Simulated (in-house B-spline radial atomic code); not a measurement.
Zn IX (Zn8+): [Ar] 3d4

Method: Dirac-Kohn-Sham LC-wPBE, spherical fractional occupations, Fermi nucleus of rms radius 3.9283 fm. Calculated with a radial B-spline atomic code at the basis-set limit.

Effective charges: Z_r = [3n² - l(l+1)]/(2<r>) from the radius, Z_e = n√(-2ε) from the energy, and Slater's rules. Values are occupation-weighted means over j.

| shell | electrons | ε (eV) | <r> (bohr) | Z_r | Z_e | Slater |
| --- | --- | --- | --- | --- | --- | --- |
| 1s | 2 | -9726.4 | 0.05031 | 29.82 | 26.74 | 29.70 |
| 2s | 2 | -1365.2 | 0.2257 | 26.59 | 20.03 | 25.85 |
| 2p | 6 | -1210.7 | 0.198 | 25.25 | 18.87 | 25.85 |
| 3s | 2 | -316.14 | 0.6414 | 21.05 | 14.46 | 18.75 |
| 3p | 6 | -268.49 | 0.6513 | 19.19 | 13.33 | 18.75 |
| 3d | 4 | -184.94 | 0.6498 | 16.16 | 11.06 | 10.95 |

The least bound orbital is 3d5/2 at -184.7 eV, while the most diffuse is 3p3/2 (<r> = 0.6539 bohr against 0.6507 bohr): energy order and size order differ.

Spin-orbit splittings of the orbital energies (j = l + 1/2 above j = l - 1/2 when positive): 2p 23.85 eV, 3p 3.669 eV, 3d 0.5804 eV.

For the 1s electron the small component carries 1.17 % of the norm, the zero-frequency Breit interaction raises the level by 13.25 eV, self-energy by 6.738 eV, and vacuum polarisation lowers it by 0.6245 eV.

Caution: exact exchange at fractional occupations of open shells leaves self-interaction of up to several eV.
